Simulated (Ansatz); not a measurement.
`N[CH]([SiH3])[InH2]` + H₂ → `N[CH2][InH2]` + SiH₄ at 600 K and 1 bar (hydrogenolysis of a C–Si bond).

Calculated with Ansatz (gas phase, PBE0-D4/def2-TZVP geometries, no zero-point term in ΔE). CCSD(T)/CBS adds triple-zeta CCSD(T) − MP2 to the extrapolated MP2 energy (def2 sets, frozen cores). This one scheme is used for every species. Elements past krypton have def2 core potentials. For In outer-core shells are correlated without core-valence functions, which leaves a few kJ/mol of doubt a bond. One conformer a species, not always the lowest.

```tsv
species	CCSD(T)/CBS energy (Eh)	H − E (kJ/mol)	S (J/(mol·K))
`N[CH]([SiH3])[InH2]`	-576.40554	281.7	491.6
H₂	-1.17544	43.9	150.8
`N[CH2][InH2]`	-286.12674	222.1	400.0
SiH₄	-291.46306	108.7	242.3
```

H − E and S are ideal-gas, rigid-rotor, harmonic terms from PBE0-D4/def2-TZVP, for one conformer and one mirror image of each species. For small species the MP2-based limit differs from directly extrapolated CCSD(T) by up to some mEh (0.8 for H₂); such offsets cancel only in part. 1 Eh = 2625.50 kJ/mol, R = 8.31446 J/(mol·K).

Question: By hand: ΔE, ΔH, ΔS and ΔG.

Answer: ΔE = (-286.12674) + (-291.46306) − (-576.40554) − (-1.17544) = -0.00882 Eh = -23.2 kJ/mol. Δ(H − E) = 222.1 + 108.7 − 281.7 − 43.9 = 5.2, so ΔH = -18.0 kJ/mol. ΔS = 400.0 + 242.3 − 491.6 − 150.8 = -0.1 J/(mol·K). ΔG = -18.0 − 600 × (-0.1)/1000 = -17.9 kJ/mol.

Question: By hand: the equilibrium constant, and the temperature at which ΔG would vanish if ΔH and ΔS stayed fixed.

Answer: log₁₀ K = −ΔG/(RT ln 10) = 1.6. ΔG = 0 at ΔH/ΔS = 180000 K, far beyond where these terms or the molecules hold.

The number of gas molecules stays the same, so ΔS is small and ΔH decides. A doubt of 5 kJ/mol in ΔE shifts log₁₀ K by 0.4 here. Other conformers and mirror images would add mixing entropy, several J/(mol·K) or more a flexible species. These are equilibria of isolated gas molecules and say nothing of rates. Largest T1 diagnostic: 0.013 (customary marks: 0.02 for closed shells, 0.045 for open ones).
